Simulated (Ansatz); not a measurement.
BCl₉Si₃, SMILES `Cl[Si](Cl)(Cl)B([Si](Cl)(Cl)Cl)[Si](Cl)(Cl)Cl`. The species carries charge 0 and has multiplicity 1.

| atom | x (Å) | y (Å) | z (Å) |
| --- | --- | --- | --- |
| Cl1 | 3.1567 | 0.6286 | -0.2879 |
| Si2 | 1.8005 | -0.8594 | 0.0312 |
| Cl3 | 1.8313 | -2.2171 | -1.4884 |
| Cl4 | 2.3109 | -1.8215 | 1.7472 |
| B5 | 0.0010 | 0.0019 | 0.0006 |
| Si6 | -0.6159 | 0.9670 | -1.6331 |
| Cl7 | -2.3133 | 0.0216 | -2.2502 |
| Cl8 | -1.0082 | 2.8874 | -1.0753 |
| Cl9 | 0.6832 | 1.0179 | -3.1952 |
| Si10 | -1.1840 | -0.1062 | 1.6023 |
| Cl11 | -2.9915 | 0.8106 | 1.4509 |
| Cl12 | -1.5074 | -2.0872 | 1.9564 |
| Cl13 | -0.1634 | 0.7563 | 3.1414 |

(1) What are the harmonic wavenumbers in cm⁻¹ at PBE0-D4/def2-TZVP (Ansatz, finite differences of forces, unscaled)? (An estimate is asked.)

Answers

(1) The calculation gave: 5, 5, 13, 54, 59, 59, 77, 77, 91, 113, 113, 127, 175, 178, 181, 181, 188, 188, 264, 264, 325, 446, 465, 465, 562, 590, 590, 594, 608, 608, 612, 841, 841.
